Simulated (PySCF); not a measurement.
How methods differ on the ionisation energy of Co

Co [Ar] 3d7 4s2 (4F) → Co⁺ [Ar] 3d8 (3F), as a difference of total energies. Calculation: PySCF 2.14, in x2c-SVPall (5s3p3d1f, 36 functions); the spin-free X2C one-electron Hamiltonian (Gaussian nucleus). Correlated levels: valence: [Ar] frozen. The calculations carry no spin-orbit coupling.

```
           method  ionisation energy (eV)  error (eV)
              UHF                   8.245      +0.376
            B3LYP                   7.939      +0.070
              LDA                   7.724      -0.145
    MP2 (valence)                   7.172      -0.697
SCS-MP2 (valence)                   7.354      -0.515
```

Reference: 7.869 eV (measured; NIST levels, between the centres of gravity of the two terms).

Errors of the correlated levels include the incompleteness of this basis and the frozen core.

MP2 underrates the near-degeneracy of ns² with np² in the lower species.
